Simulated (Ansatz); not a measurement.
System: C₃Si, net charge 0, singlet state. SMILES: [C]1[c+]2[si-2][c+]21
Structure (B3LYP-D3(BJ)/def2-TZVP (Ansatz, an electronic-structure program) minimum search):
```
C
C 1 1.4301
C 2 1.4301 1 61.71
Si 1 1.8380 2 125.63 3 0.00
```
Charge 0, spin multiplicity 1.

Computed values are from Ansatz. Cores are frozen in the correlated levels unless marked. UHF or UKS for open shells. Spin-orbit coupling is left out. No relativistic terms. Basis-set limits of correlation are two-point, X^-3; Hartree-Fock from the larger set. The bracket is a focal-point correction in the basis named.

The Hartree-Fock reference is unstable (checked in the largest basis), which strains HF and MP2. 

What is the atomisation energy De at CCSD(T)/CBS(cc-pV(T+d)Z,cc-pV(Q+d)Z)?

417.0 kcal/mol.

What is the vertical ionisation energy (to the doublet) at RI-MP2/CBS(aug-cc-pV(T+d)Z,aug-cc-pV(Q+d)Z)+[CCSD(T)-MP2]/aug-cc-pV(T+d)Z?

9.22 eV.

What is the dipole moment at CCSD(T)/aug-cc-pV(D+d)Z?

4.07 D.

What is the vertical electron affinity (to the doublet; negative means unbound) at RI-MP2/CBS(aug-cc-pV(T+d)Z,aug-cc-pV(Q+d)Z)+[CCSD(T)-MP2]/aug-cc-pV(T+d)Z?

1.87 eV.

What is the total energy at CCSD(T)/CBS(cc-pV(T+d)Z,cc-pV(Q+d)Z)?

-402.9726 Eh.
